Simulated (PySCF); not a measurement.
## Core-level binding energies of `C[Si@@H]1CCC[SiH2]1`

Compound: C4H12Si2.
Cartesian coordinates in Å at the PBE0-D3(BJ)/def2-SVP level; atoms count from 1:
```xyz
18
C4H12Si2 angstrom
C      2.8543    0.1961    0.2349
Si     1.1890    0.1115   -0.6410
C     -0.0512    1.4271   -0.0257
C     -1.4779    0.8640   -0.1023
C     -1.5973   -0.4968    0.6010
Si    -0.2454   -1.6614   -0.0808
H      2.7298    0.0564    1.3197
H      3.5327   -0.5881   -0.1341
H      3.3374    1.1714    0.0666
H      1.3895    0.2381   -2.1217
H      0.2014    1.6607    1.0247
H      0.0387    2.3712   -0.5869
H     -1.7666    0.7511   -1.1633
H     -2.1989    1.5809    0.3277
H     -1.4203   -0.3732    1.6842
H     -2.6081   -0.9210    0.4933
H     -0.7434   -2.4481   -1.2542
H      0.2494   -2.6281    0.9503
```

Computed with delta-SCF UKS SCAN, pcX-2 on the ionised atom, pcseg-1 elsewhere, spin-free X2C in PySCF 2.14.0. These are vertical core ionisation energies against the vacuum level, from separate self-consistent calculations with and without the core hole.

Give the core binding energies atom by atom.

| atom(s) | bonded to | level | binding energy (eV) | 2p1/2 (eV) | above the level's lowest (eV) | count |
| --- | --- | --- | --- | --- | --- | --- |
| Si6 | C, 2 H and Si | Si 1s | 1845.51 | – | +0.04 | 1 |
| Si2 | 2 C, H and Si | Si 1s | 1845.47 | – | 0.00 | 1 |
| C4 | 2 C and 2 H | C 1s | 290.48 | – | +0.68 | 1 |
| C1 | 3 H and Si | C 1s | 290.04 | – | +0.24 | 1 |
| C5 | C, 2 H and Si | C 1s | 289.86 | – | +0.06 | 1 |
| C3 | C, 2 H and Si | C 1s | 289.80 | – | 0.00 | 1 |
| Si6 | C, 2 H and Si | Si 2p3/2 | 105.82 | 106.44 | +0.07 | 1 |
| Si2 | 2 C, H and Si | Si 2p3/2 | 105.75 | 106.37 | 0.00 | 1 |

The listed C 1s values span 0.68 eV, from C3 (bonded to C, 2 H and Si) to C4 (bonded to 2 C and 2 H). The widest gap between neighbouring values is 0.44 eV, between 290.04 and 290.48 eV. Summing the Pauling electronegativity differences to the bonded atoms, each weighted by its formal bond order, gives -1.35 for the lowest site and -0.70 for the highest; no listed site has a larger sum than the highest. The smallest sum, -1.70, belongs to C1, 0.24 eV above the lowest.

The 2 Si 1s values lie within 0.04 eV of each other; Gaussian lines of 0.5 eV full width would blend them into one maximum.

The 2 Si 2p3/2 values lie within 0.07 eV of each other.

Express the binding energy of C 1s of C5 in atomic units and per mole.

289.86 eV = 10.6522 Eh = 27967 kJ/mol.

For 2p shells one spin-free hole was relaxed; a mean-field spin–orbit operator and the ground-state splitting of the three 2p orbitals were then diagonalised within the shell. The shell's mean is (2 × 2p3/2 + 2p1/2)/3, and the degeneracies 2j + 1 give areas of 2:1. 2p1/2 minus 2p3/2 (ligand field included): Si 0.62 eV. One conformer (not necessarily the lowest) at the PBE0-D3(BJ)/def2-SVP geometry, without solvent, vibrations or thermal averaging.
